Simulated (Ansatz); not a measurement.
Job for Ansatz (a first-principles code): R-RI-MP2/aug-cc-pV(Q+d)Z on HCl (SMILES Cl) with ghost functions, monomers drawn apart or pushed together. Files ending in .json are basis or fitting sets from the Basis Set Exchange.

Ansatz 0.2 input:
```yaml
crystal:
  periodic: [false, false, false]
  atoms:
    - {symbol: Cl, position_ang: [0.43620900, -0.61606929, -0.34371464]}
    - {symbol: H, position_ang: [0.24392433, 0.36085917, -1.15171167]}
basis:
  gaussian:
    orbitals: aug-cc-pV_Q+d_Z.json
    fitting: {mean_field: def2-universal-JKFIT, correlation: aug-cc-pVQZ-RIFIT.json}
    ghost_atoms:
      - {symbol: P, position_ang: [-0.02012553, 0.16119911, 3.80337312]}
      - {symbol: H, position_ang: [-0.28137676, 0.90872863, 4.98205063]}
      - {symbol: H, position_ang: [0.83356996, 1.15251106, 3.25763416]}
      - {symbol: H, position_ang: [-1.16714144, 0.65283414, 3.13108082]}
magnetization: {spin_polarized: false}
correlation: {method: mp2, electrons: outside_noble_gas}
scf: {lower_state_search: off}
```

The log:

```
WARN ansatz: RAYON_NUM_THREADS=2 ignored (pool sized by the plan → 2); use --threads N
Functional definition: HF
these checks for a lower state are left out or cut short: stability, starts, cluster_reference, orbital_swaps, neighbouring_geometries, increment
integrals: 0.37 GiB planned
328 factors; integrals over basis functions are off by at most 6.4e0 eV
mean field: 0.65 GiB planned
mean field evaluation 1: about -12519.8813 eV, gradient 1.0e1 eV
mean field evaluation 2: about -12520.2305 eV, gradient 4.3e0 eV
mean field evaluation 4: about -12520.2807 eV, gradient 3.6e-1 eV
mean field -12520.28172079 eV, -460.1118666873 hartree, gradient 9.6e-7 eV, S^2 0.000000; 0 other end points of the search recorded, 0 dependent functions left out
5 core orbitals not correlated
708 factors; their error is unknown
reference -12520.28172079 eV, -460.1118666873 hartree; 4, 4 occupied and 353, 353 virtual orbitals, 708 factors
second order -6.13056382 eV of doubles, -0.00000000 eV of singles
Total energy: -12526.41228461 eV, -460.3371607521 hartree
Checks for a lower state left out: stability, starts, cluster_reference, orbital_swaps, neighbouring_geometries, increment
```

The calculation finished and met its thresholds.

Cost: about 4 core-seconds (a rough figure).
